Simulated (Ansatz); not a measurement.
`[CH3][Zr]([F])([F])[F]` + HCl → `[F][Zr]([F])([F])[Cl]` + CH₄ at 700 K and 1 bar (ligand exchange at a Zr–C bond).

Calculated with Ansatz (gas phase, PBE0-D4/def2-TZVP geometries, no zero-point term in ΔE). CBS: MP2 limit from def2 TZ/QZ plus the TZ coupled-cluster correction, frozen cores. This one scheme is used for every species. def2 core potentials past Kr. For Zr outer-core shells are correlated without core-valence functions, which leaves a few kJ/mol of doubt a bond.

```json
{"species": "`[CH3][Zr]([F])([F])[F]`", "CCSD(T)/CBS energy (Eh)": "-386.47392", "H − E (kJ/mol)": "180.5", "S (J/(mol·K))": "469.6"}
{"species": "HCl", "CCSD(T)/CBS energy (Eh)": "-460.38127", "H − E (kJ/mol)": "38.4", "S (J/(mol·K))": "211.8"}
{"species": "`[F][Zr]([F])([F])[Cl]`", "CCSD(T)/CBS energy (Eh)": "-806.47035", "H − E (kJ/mol)": "79.1", "S (J/(mol·K))": "428.6"}
{"species": "CH₄", "CCSD(T)/CBS energy (Eh)": "-40.46206", "H − E (kJ/mol)": "145.9", "S (J/(mol·K))": "224.0"}
```

H − E and S are ideal-gas, rigid-rotor, harmonic terms from PBE0-D4/def2-TZVP. 1 Eh = 2625.50 kJ/mol, R = 8.31446 J/(mol·K).

**Question.** By hand: ΔE, ΔH, ΔS and ΔG.

**Answer.** ΔE = (-806.47035) + (-40.46206) − (-386.47392) − (-460.38127) = -0.07722 Eh = -202.7 kJ/mol. Δ(H − E) = 79.1 + 145.9 − 180.5 − 38.4 = 6.1, so ΔH = -196.6 kJ/mol. ΔS = 428.6 + 224.0 − 469.6 − 211.8 = -28.8 J/(mol·K). ΔG = -196.6 − 700 × (-28.8)/1000 = -176.4 kJ/mol.

**Question.** By hand: the equilibrium constant, and the temperature at which ΔG would vanish if ΔH and ΔS stayed fixed.

**Answer.** log₁₀ K = −ΔG/(RT ln 10) = 13.2. ΔG = 0 at ΔH/ΔS = 6826 K, far beyond where these terms or the molecules hold.

ΔH outweighs TΔS. A doubt of 5 kJ/mol in ΔE shifts log₁₀ K by 0.4 here. These are equilibria of isolated gas molecules and say nothing of rates. Largest T1 diagnostic: 0.017 (customary marks: 0.02 for closed shells, 0.045 for open ones).
